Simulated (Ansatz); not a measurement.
Two members of one family (Dimethylphenylsulfonium salts), computed with Ansatz in the gas phase. Binding counts from free atoms in the multiplicity of their measured ground term, without zero-point energy. Sets without diffuse functions give affinities that are too small. A dash marks a value that wasn't run or was left out as unsound. The structures are stationary points that may keep the symmetry of their start. Remarks come from the PBE and PBE0 runs and from stability tests at other levels; not every state was tested. A HOMO above zero means that the electron is unbound at that level and held by the basis, or that self-interaction error raises the level; the energy of removing that electron tells which. HOMO above LUMO (over both spins in singlets and doublets, within one spin in higher multiplets; at PBE or PBE0), or a gap under 0.15 eV within one spin, warns that the state may not be the lowest or that an electron is smeared out.

First: dimethylphenylsulfonium tetrafluoroborate (singlet, charge 0, PBE-D4/def2-SVP geometry).

Cartesian coordinates in Å:
```
C 0.387 1.682 -1.571
S -0.821 0.753 -0.591
C -1.547 2.105 0.395
C 0.140 -0.113 0.656
C -0.102 -1.495 0.722
C 0.587 -2.242 1.688
C 1.502 -1.618 2.550
C 1.739 -0.236 2.457
C 1.054 0.531 1.504
H 1.022 0.902 -2.025
H -0.202 2.171 -2.369
H 0.943 2.404 -0.944
H -2.114 2.742 -0.311
H -2.248 1.637 1.112
H -0.781 2.698 0.928
H -0.796 -1.955 0.000
H 0.413 -3.326 1.756
H 2.043 -2.213 3.300
H 2.463 0.249 3.128
H 1.244 1.612 1.432
F -1.911 -1.804 -1.842
B -1.009 -1.281 -2.800
F 0.256 -1.074 -2.095
F -0.817 -2.132 -3.863
F -1.445 0.005 -3.215
```

| level | HOMO (eV) | LUMO (eV) | gap (eV) | vertical IE (eV) | vertical EA (eV) | vertical triplet (eV) | binding per atom (eV) |
| --- | --- | --- | --- | --- | --- | --- | --- |
| PBE-D4/def2-SVP | -6.35 | -2.62 | 3.74 | 9.16 | 0.25 | 4.06 | 4.77 |
| r2SCAN-D4/def2-TZVP | -7.32 | -2.62 | 4.70 | – | – | – | 4.59 |
| B3LYP-D4/6-31G | -7.74 | -1.55 | 6.19 | – | – | – | 4.41 |
| PBE0-D4/def2-SVP | -8.18 | -1.79 | 6.39 | 9.87 | 0.20 | 4.05 | 4.66 |
| PBE0-D4/def2-TZVP | -8.18 | -1.89 | 6.30 | – | – | – | 4.60 |

Remarks: gap within one spin near zero at PBE or PBE0 (+1 doublet), HOMO above zero (-1 doublet), gap within one spin near zero at PBE or PBE0 (triplet).

Second: dimethylphenylsulfonium dicyanamide (singlet, charge 0, PBE-D4/def2-SVP geometry).

```xyz
25

C    -0.110    1.605   -1.729
S    -0.467    1.291    0.027
C     0.666    2.534    0.780
C     0.402   -0.231    0.410
C    -0.246   -1.104    1.300
C     0.379   -2.317    1.625
C     1.626   -2.642    1.073
C     2.261   -1.755    0.185
C     1.653   -0.541   -0.155
H    -0.371    0.667   -2.251
H    -0.819    2.398   -2.035
H     0.946    1.899   -1.867
H     0.283    3.532    0.490
H     0.591    2.408    1.875
H     1.709    2.390    0.440
H    -1.242   -0.874    1.702
H    -0.139   -3.019    2.295
H     2.106   -3.599    1.327
H     3.237   -2.015   -0.254
H     2.150    0.142   -0.860
N    -3.409    1.969   -1.711
C    -3.034    0.882   -1.417
N    -2.373   -0.229   -1.149
C    -2.793   -1.225   -0.397
N    -3.003   -2.167    0.296
```

Task: Estimate the same table for the second.

Result: 
| level | HOMO (eV) | LUMO (eV) | gap (eV) | vertical IE (eV) | vertical EA (eV) | vertical triplet (eV) | binding per atom (eV) |
| --- | --- | --- | --- | --- | --- | --- | --- |
| PBE-D4/def2-SVP | -4.57 | -2.68 | 1.89 | 7.47 | 0.42 | 3.27 | 4.87 |
| r2SCAN-D4/def2-TZVP | -5.08 | -2.70 | 2.38 | – | – | – | 4.64 |
| B3LYP-D4/6-31G | -5.20 | -1.66 | 3.53 | – | – | – | 4.43 |
| PBE0-D4/def2-SVP | -5.70 | -1.88 | 3.82 | 7.61 | 0.36 | 3.67 | 4.73 |
| PBE0-D4/def2-TZVP | -5.96 | -1.99 | 3.98 | – | – | – | 4.68 |

Remarks: HOMO above zero (-1 doublet), gap within one spin near zero at PBE or PBE0 (triplet).
